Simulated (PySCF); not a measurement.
**Calculated NMR parameters of C=Cn1nnc(C)c1[SiH3]**

```yaml
Formula: C5H9N3Si
SMILES: C=Cn1nnc(C)c1[SiH3]
InChI: InChI=1S/C5H9N3Si/c1-3-8-5(9)4(2)6-7-8/h3H,1H2,2,9H3
Point_group_of_the_computed_structure: Cs
Degrees_of_unsaturation: 4
Carbon_signals: 5
Proton_signals: 5
```

Molfile (atoms numbered from 1):
```
C5H9N3Si
     RDKit          3D

 18 18  0  0  0  0  0  0  0  0999 V2000
   -3.1287   -0.7690   -0.8224 C   0  0  0  0  0  0  0  0  0  0  0  0
   -2.1128   -0.0148   -0.4334 C   0  0  0  0  0  0  0  0  0  0  0  0
   -0.8169   -0.4996   -0.3204 N   0  0  0  0  0  0  0  0  0  0  0  0
   -0.5079   -1.7663   -0.5995 N   0  0  0  0  0  0  0  0  0  0  0  0
    0.7435   -1.9353   -0.4105 N   0  0  0  0  0  0  0  0  0  0  0  0
    1.2993   -0.7763    0.0014 C   0  0  0  0  0  0  0  0  0  0  0  0
    2.7481   -0.6621    0.3022 C   0  0  0  0  0  0  0  0  0  0  0  0
    0.3004    0.1862    0.0706 C   0  0  0  0  0  0  0  0  0  0  0  0
    0.3531    1.9882    0.5609 Si  0  0  0  0  0  4  0  0  0  0  0  0
   -2.9775   -1.8051   -1.0691 H   0  0  0  0  0  0  0  0  0  0  0  0
   -4.1216   -0.3671   -0.9009 H   0  0  0  0  0  0  0  0  0  0  0  0
   -2.2116    1.0297   -0.1749 H   0  0  0  0  0  0  0  0  0  0  0  0
    3.2209   -1.6260    0.1353 H   0  0  0  0  0  0  0  0  0  0  0  0
    2.9015   -0.3630    1.3381 H   0  0  0  0  0  0  0  0  0  0  0  0
    3.2153    0.0822   -0.3410 H   0  0  0  0  0  0  0  0  0  0  0  0
   -0.5341    2.1852    1.7114 H   0  0  0  0  0  0  0  0  0  0  0  0
    1.7303    2.3247    0.9062 H   0  0  0  0  0  0  0  0  0  0  0  0
   -0.1101    2.7948   -0.5725 H   0  0  0  0  0  0  0  0  0  0  0  0
  1  2  2  0
  2  3  1  0
  3  4  1  0
  4  5  2  0
  5  6  1  0
  6  7  1  0
  6  8  2  0
  8  9  1  0
  8  3  1  0
  1 10  1  0
  1 11  1  0
  2 12  1  0
  7 13  1  0
  7 14  1  0
  7 15  1  0
  9 16  1  0
  9 17  1  0
  9 18  1  0
M  END
```

Calculated, not measured (PySCF 2.14.0 with density-fitted response routines): PBE0/pcSseg-1 with gauge-including orbitals, geometry: GFN2-xTB. Single conformer, relativity neglected, isolated molecule, equivalent nuclei averaged.

Scale: 1H and 13C and 29Si vs TMS; NH3 for 15N (reference shieldings calculated alike).

| carbon | δC, type | δH (multiplicity) | HMBC from (2–3 bonds) | span of the C tensor (ppm) |
| --- | --- | --- | --- | --- |
| C1 | 111.1, CH2 | H10 7.06 (m); H11 5.38 (m) | H12 | 203 |
| C2 | 135.1, CH | 7.21 (m) | H10, H11 | 190 |
| C6 | 156.0, C | – | H16/H17/H18, H13/H14/H15 | 155 |
| C7 | 14.4, CH3 | 2.62 (s) | – | 25 |
| C8 | 126.4, C | – | H12, H16/H17/H18, H13/H14/H15 | 153 |

Other nuclei:
```tsv
atoms	nucleus	environment	δ (ppm)	σ (ppm)
H16/H17/H18	1H	hydrogen on a silicon bonded to C	4.50	27.22
Si9	29Si	silicon bonded to C, 3 H	-93.1	442.2
N4	15N	pyridine-type nitrogen of an azole	401.9	-134.2
N5	15N	pyridine-type nitrogen of an azole	390.3	-122.5
N3	15N	pyrrole-type ring nitrogen	289.7	-21.9
```

- Carbon types of the structure: 2 × C, 1 × CH, 1 × CH2, 1 × CH3, leaving 3 H on heteroatoms.
- δC 156.0, 126.4: substituted aromatic carbon next to a ring nitrogen.
- δC 135.1: alkene CH; the olefinic region.
- δC 111.1: terminal =CH2 carbon; as expected for a trigonal carbon in a double bond.
- δC 14.4: methyl carbon on an aromatic ring; a saturated carbon with 1 carbon neighbour and no heteroatom attached.
- δH 7.06, 5.38: hydrogen on a terminal =CH2 carbon; attached to an sp2 carbon and in the plane of the double bond.

Shifts are as computed. Against solution values, carbons near 30 ppm lie about +3 ppm off and those near 130 ppm about +5 ppm. Of 1211 compounds with measured shifts, 218 miss one by over three times the rms of a fit or turn the order of signals round; such compounds aren't used in these exercises. Experimental scales use liquid or dissolved standards, which lie at an offset from isolated NH3 (liquid NH3: subtract about 20 ppm). Unscaled 15N shifts of sp2 nitrogen come out 20 to 40 ppm too high even then. No couplings were computed; multiplicities are counted from neighbouring protons, with m where these are inequivalent, close in shift, in a saturated or five-membered ring or joined by F or P, and br s for small geminal =CH2 splittings.
